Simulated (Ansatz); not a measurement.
Relaxation of HfAg₁₂ with RKS r2SCAN-D4/def2-SVP.

```sh
$ ansatz run in.yaml --threads 2 --pin off --events-out ev --progress --plain --max-ram 32768MiB --backend cuda --devices 0, --max-vram 18GiB
```

```yaml
crystal:
  periodic: [false, false, false]
  atoms:
    - {symbol: Hf, position_ang: [0.163910, -0.131500, 0.647540]}
    - {symbol: Ag, position_ang: [0.750910, -2.605130, 1.813860]}
    - {symbol: Ag, position_ang: [-1.810080, 1.020770, 2.280790]}
    - {symbol: Ag, position_ang: [0.967740, -2.726540, -1.026100]}
    - {symbol: Ag, position_ang: [-1.576900, -2.367460, 0.187960]}
    - {symbol: Ag, position_ang: [-0.858560, -0.897430, -2.177040]}
    - {symbol: Ag, position_ang: [1.835510, -0.212170, -2.010960]}
    - {symbol: Ag, position_ang: [0.266000, 2.647430, 1.361530]}
    - {symbol: Ag, position_ang: [-0.159640, 1.813000, -1.474020]}
    - {symbol: Ag, position_ang: [2.819950, -1.181900, 0.513760]}
    - {symbol: Ag, position_ang: [-2.624750, 0.187910, -0.307550]}
    - {symbol: Ag, position_ang: [2.439010, 1.564170, 0.078710]}
    - {symbol: Ag, position_ang: [-2.213090, 2.888840, 0.111520]}
basis:
  gaussian: {orbitals: def2-SVP, fitting: {mean_field: def2-universal-jkfit}}
hamiltonian: {xc: r2scan, dispersion: d4}
scf: {lower_state_search: "off"}
output: {orbitals: {seedname: orbitals}}
relax: {f_tol: 0.03, max_steps: 70}
```

It took 2.1 min on 2 threads of AMD EPYC 7R13 on a shared host and a share (18 GiB) of an NVIDIA H100 80GB HBM3, peak host memory 1.1 GiB.

Positions (Å) and forces (eV/Å) at steps 1, 2, 3, 4, 5, 6, 7, 8, 9, 10, 11, 12, 13, 16 of 16:

```xyz
13
step=1 energy=-49324.2972 eV
Hf    0.164   -0.132    0.648   -0.310    0.160   -1.028
Ag    0.751   -2.605    1.814   -0.083    0.033    0.032
Ag   -1.810    1.021    2.281    0.099   -0.216    0.047
Ag    0.968   -2.727   -1.026   -0.080    0.392    0.153
Ag   -1.577   -2.367    0.188    0.110    0.277   -0.147
Ag   -0.859   -0.897   -2.177    0.233    0.012    0.453
Ag    1.836   -0.212   -2.011   -0.434   -0.096    0.384
Ag    0.266    2.647    1.362    0.014    0.064   -0.159
Ag   -0.160    1.813   -1.474   -0.029   -0.197    0.219
Ag    2.820   -1.182    0.514    0.016   -0.004   -0.142
Ag   -2.625    0.188   -0.308    0.249   -0.049    0.058
Ag    2.439    1.564    0.079   -0.109   -0.048    0.174
Ag   -2.213    2.889    0.112    0.322   -0.328   -0.046
13
step=2 energy=-49324.4712 eV
Hf    0.119   -0.113    0.459    0.260    0.072    0.567
Ag    0.718   -2.551    1.818   -0.158    0.115    0.012
Ag   -1.756    0.949    2.283    0.071   -0.218    0.034
Ag    0.953   -2.666   -0.987    0.049   -0.103    0.076
Ag   -1.577   -2.332    0.168   -0.116   -0.139    0.097
Ag   -0.839   -0.895   -2.109   -0.235   -0.144   -0.346
Ag    1.765   -0.213   -1.935    0.202    0.099   -0.202
Ag    0.276    2.652    1.340    0.031    0.052    0.012
Ag   -0.159    1.799   -1.467   -0.006    0.369   -0.361
Ag    2.821   -1.178    0.499    0.035   -0.016    0.009
Ag   -2.598    0.171   -0.299   -0.311    0.019   -0.017
Ag    2.428    1.558    0.122    0.094    0.029    0.104
Ag   -2.152    2.818    0.108    0.084   -0.133    0.016
13
step=3 energy=-49324.5883 eV
Hf    0.132   -0.076    0.438    0.023    0.106    0.082
Ag    0.662   -2.464    1.859   -0.128    0.061    0.016
Ag   -1.722    0.851    2.299    0.012   -0.155    0.019
Ag    0.937   -2.645   -0.952    0.028    0.001    0.036
Ag   -1.604   -2.329    0.180   -0.002   -0.016    0.079
Ag   -0.868   -0.898   -2.145   -0.062   -0.042   -0.061
Ag    1.776   -0.195   -1.961    0.035    0.060   -0.081
Ag    0.299    2.633    1.364    0.044    0.069    0.036
Ag   -0.128    1.851   -1.548    0.026    0.079   -0.138
Ag    2.817   -1.168    0.506    0.001   -0.021   -0.013
Ag   -2.655    0.135   -0.300   -0.103   -0.010   -0.027
Ag    2.462    1.567    0.138    0.034    0.002    0.031
Ag   -2.108    2.737    0.124    0.091   -0.134    0.020
13
step=4 energy=-49324.7025 eV
Hf    0.123   -0.001    0.362   -0.048    0.084   -0.054
Ag    0.564   -2.314    1.922   -0.063    0.043    0.011
Ag   -1.699    0.674    2.315   -0.014   -0.107   -0.019
Ag    0.917   -2.601   -0.897   -0.003    0.030   -0.009
Ag   -1.630   -2.305    0.224    0.040    0.010    0.074
Ag   -0.897   -0.905   -2.165    0.002   -0.017    0.012
Ag    1.780   -0.170   -2.010    0.005    0.010   -0.004
Ag    0.353    2.608    1.456    0.084    0.049    0.107
Ag   -0.065    1.908   -1.673    0.020   -0.015   -0.047
Ag    2.792   -1.144    0.506   -0.026    0.015    0.004
Ag   -2.738    0.076   -0.325   -0.057    0.001   -0.044
Ag    2.490    1.588    0.131   -0.023   -0.001   -0.042
Ag   -1.990    2.586    0.154    0.083   -0.099    0.011
13
step=5 energy=-49324.8011 eV
Hf    0.101    0.070    0.296    0.006   -0.001   -0.035
Ag    0.497   -2.186    1.968   -0.007    0.059    0.022
Ag   -1.709    0.511    2.314    0.009   -0.126   -0.058
Ag    0.901   -2.564   -0.856   -0.026    0.030   -0.006
Ag   -1.645   -2.270    0.280   -0.005    0.054    0.042
Ag   -0.917   -0.924   -2.178    0.010   -0.025    0.026
Ag    1.783   -0.169   -2.047    0.014   -0.020    0.025
Ag    0.423    2.570    1.602    0.080   -0.020    0.111
Ag   -0.017    1.934   -1.789   -0.011   -0.021   -0.040
Ag    2.760   -1.097    0.514   -0.026    0.044    0.011
Ag   -2.812    0.043   -0.374   -0.019    0.045   -0.044
Ag    2.482    1.625    0.080   -0.068    0.022   -0.053
Ag   -1.847    2.458    0.188    0.042   -0.041   -0.002
13
step=6 energy=-49324.8838 eV
Hf    0.098    0.107    0.245    0.054   -0.028   -0.006
Ag    0.466   -2.086    2.012    0.008    0.052    0.009
Ag   -1.726    0.345    2.283    0.025   -0.125   -0.084
Ag    0.887   -2.542   -0.810   -0.002    0.016    0.024
Ag   -1.673   -2.204    0.337   -0.050    0.093    0.030
Ag   -0.923   -0.969   -2.190    0.020   -0.036    0.020
Ag    1.793   -0.184   -2.071    0.008   -0.019    0.029
Ag    0.487    2.490    1.768    0.040   -0.097    0.020
Ag   -0.025    1.920   -1.891   -0.035   -0.039   -0.007
Ag    2.745   -1.035    0.526   -0.017    0.046   -0.013
Ag   -2.844    0.076   -0.452    0.047    0.065   -0.022
Ag    2.442    1.682    0.006   -0.085    0.025   -0.019
Ag   -1.726    2.400    0.236   -0.013    0.046    0.017
13
step=7 energy=-49324.9528 eV
Hf    0.106    0.114    0.205    0.016    0.038   -0.024
Ag    0.449   -2.010    2.047    0.013    0.000   -0.008
Ag   -1.743    0.194    2.232    0.009    0.005   -0.031
Ag    0.893   -2.543   -0.745    0.012    0.026    0.036
Ag   -1.721   -2.117    0.387   -0.041    0.032   -0.031
Ag   -0.907   -1.053   -2.204    0.028   -0.045    0.034
Ag    1.800   -0.199   -2.090   -0.015   -0.010    0.032
Ag    0.539    2.362    1.911    0.014   -0.096   -0.052
Ag   -0.095    1.875   -1.965   -0.050   -0.055    0.043
Ag    2.747   -0.963    0.525   -0.004    0.034   -0.031
Ag   -2.807    0.170   -0.548    0.078    0.065   -0.018
Ag    2.381    1.748   -0.068   -0.063    0.005    0.017
Ag   -1.641    2.420    0.313    0.003    0.000    0.034
13
step=8 energy=-49324.9896 eV
Hf    0.103    0.115    0.179    0.026   -0.058   -0.041
Ag    0.413   -1.975    2.056   -0.011   -0.021    0.011
Ag   -1.763    0.137    2.202   -0.004    0.104    0.030
Ag    0.937   -2.545   -0.666    0.037    0.004    0.018
Ag   -1.782   -2.054    0.375   -0.017   -0.016   -0.068
Ag   -0.871   -1.184   -2.208    0.001    0.001    0.022
Ag    1.786   -0.200   -2.100   -0.016    0.012    0.010
Ag    0.608    2.219    2.024    0.006   -0.028   -0.042
Ag   -0.227    1.808   -2.016   -0.025   -0.040    0.064
Ag    2.759   -0.874    0.519    0.012    0.019   -0.027
Ag   -2.719    0.290   -0.654    0.047    0.017   -0.015
Ag    2.309    1.813   -0.128   -0.024   -0.008    0.013
Ag   -1.552    2.452    0.417   -0.033    0.015    0.025
13
step=9 energy=-49325.0059 eV
Hf    0.102    0.041    0.192    0.034    0.032   -0.001
Ag    0.238   -2.071    2.061   -0.032   -0.017    0.028
Ag   -1.757    0.217    2.216    0.018   -0.113    0.048
Ag    1.069   -2.563   -0.559   -0.051   -0.016    0.016
Ag   -1.881   -2.030    0.319   -0.025    0.036    0.039
Ag   -0.821   -1.317   -2.164   -0.029   -0.049   -0.091
Ag    1.737   -0.217   -2.145    0.012    0.042    0.012
Ag    0.682    2.120    2.045   -0.029   -0.003    0.088
Ag   -0.223    1.826   -1.921   -0.048    0.055   -0.049
Ag    2.832   -0.729    0.429    0.064    0.036    0.041
Ag   -2.640    0.371   -0.750    0.005   -0.037    0.003
Ag    2.175    1.898   -0.232    0.051   -0.027   -0.067
Ag   -1.513    2.454    0.508    0.030    0.059   -0.067
13
step=10 energy=-49325.0085 eV
Hf    0.112    0.015    0.183    0.003    0.024    0.033
Ag    0.138   -2.100    2.077   -0.047   -0.011   -0.007
Ag   -1.723    0.206    2.243    0.018   -0.059   -0.021
Ag    1.111   -2.568   -0.488    0.003    0.087    0.005
Ag   -1.945   -1.991    0.294    0.022    0.017    0.031
Ag   -0.797   -1.407   -2.185    0.058    0.019    0.070
Ag    1.723   -0.189   -2.160   -0.038   -0.058    0.019
Ag    0.713    2.040    2.097    0.007   -0.015   -0.079
Ag   -0.296    1.820   -1.916    0.100    0.088   -0.091
Ag    2.880   -0.646    0.422   -0.045   -0.018   -0.067
Ag   -2.581    0.413   -0.808   -0.078   -0.015    0.061
Ag    2.131    1.929   -0.303   -0.058    0.028    0.084
Ag   -1.467    2.477    0.544    0.053   -0.088   -0.039
13
step=11 energy=-49325.0248 eV
Hf    0.120   -0.006    0.180    0.002    0.003   -0.022
Ag   -0.001   -2.149    2.095    0.031    0.023    0.026
Ag   -1.702    0.201    2.251    0.020   -0.013    0.017
Ag    1.163   -2.559   -0.398    0.008   -0.021    0.029
Ag   -2.002   -1.975    0.288   -0.014   -0.024   -0.017
Ag   -0.768   -1.481   -2.140   -0.039    0.072    0.000
Ag    1.685   -0.197   -2.200   -0.021    0.017   -0.019
Ag    0.696    1.987    2.148   -0.001   -0.039    0.013
Ag   -0.212    1.860   -1.932   -0.081   -0.025   -0.056
Ag    2.954   -0.567    0.254   -0.001   -0.008    0.038
Ag   -2.595    0.427   -0.788    0.053   -0.007   -0.020
Ag    2.064    1.996   -0.266    0.015    0.003    0.053
Ag   -1.403    2.463    0.509    0.028    0.019   -0.041
13
step=12 energy=-49325.0138 eV rejected
Hf    0.114    0.048    0.166   -0.023   -0.048   -0.004
Ag    0.167   -2.051    2.108   -0.005   -0.002    0.004
Ag   -1.707    0.166    2.236    0.012    0.101    0.020
Ag    1.046   -2.546   -0.494   -0.033   -0.073   -0.004
Ag   -1.896   -2.025    0.323    0.055   -0.085   -0.050
Ag   -0.824   -1.313   -2.178    0.001   -0.035   -0.026
Ag    1.725   -0.188   -2.164    0.021    0.004   -0.044
Ag    0.627    2.034    2.142   -0.066   -0.022    0.098
Ag   -0.214    1.813   -2.040    0.002   -0.058    0.146
Ag    2.883   -0.693    0.330    0.057    0.002    0.009
Ag   -2.664    0.353   -0.683    0.015    0.070   -0.019
Ag    2.144    1.939   -0.145   -0.003    0.048   -0.125
Ag   -1.402    2.462    0.399   -0.032    0.097   -0.006
13
step=13 energy=-49325.0416 eV
Hf    0.121   -0.010    0.176   -0.001    0.001   -0.016
Ag    0.014   -2.116    2.119   -0.004    0.006    0.014
Ag   -1.705    0.210    2.240    0.012   -0.009    0.009
Ag    1.137   -2.563   -0.400    0.000   -0.003    0.021
Ag   -1.964   -2.006    0.268    0.004   -0.024   -0.021
Ag   -0.779   -1.418   -2.167   -0.006    0.028    0.010
Ag    1.703   -0.199   -2.196   -0.008    0.007   -0.009
Ag    0.684    1.926    2.198   -0.011   -0.004    0.011
Ag   -0.245    1.792   -1.994   -0.015   -0.011   -0.024
Ag    2.939   -0.557    0.269    0.005   -0.005   -0.015
Ag   -2.601    0.430   -0.727    0.009   -0.007    0.014
Ag    2.018    2.020   -0.247   -0.013   -0.006    0.035
Ag   -1.322    2.490    0.463    0.027    0.026   -0.028
13
step=16 energy=-49325.0677 eV
Hf    0.133   -0.030    0.178   -0.001   -0.005   -0.006
Ag   -0.064   -2.079    2.183    0.010    0.001    0.004
Ag   -1.714    0.209    2.240    0.005    0.007    0.003
Ag    1.116   -2.578   -0.334    0.000    0.003    0.001
Ag   -1.896   -2.082    0.172   -0.005   -0.005    0.005
Ag   -0.770   -1.348   -2.210   -0.005    0.010   -0.003
Ag    1.717   -0.203   -2.231   -0.007    0.003    0.005
Ag    0.606    1.825    2.320    0.003   -0.006    0.000
Ag   -0.285    1.664   -2.106    0.009   -0.004   -0.001
Ag    2.966   -0.504    0.167    0.000   -0.006    0.002
Ag   -2.606    0.465   -0.536    0.003   -0.003   -0.011
Ag    1.897    2.085   -0.185   -0.007    0.005    0.005
Ag   -1.099    2.577    0.342   -0.004   -0.002   -0.004
```

In the def2 sets Ag, Hf take a core potential; there is no spin–orbit coupling. Single mean-field runs in def2-SVP are fitted with def2-universal-jkfit. The restricted singlet is unstable towards broken spin symmetry in Hartree–Fock (as tested in another run); at r2SCAN-D4/def2-SVP this wasn't settled. Another isomer (singlet) lies 0.12 eV lower at PBE0-D4/def2-TZVP; other spin states weren't run for this one.
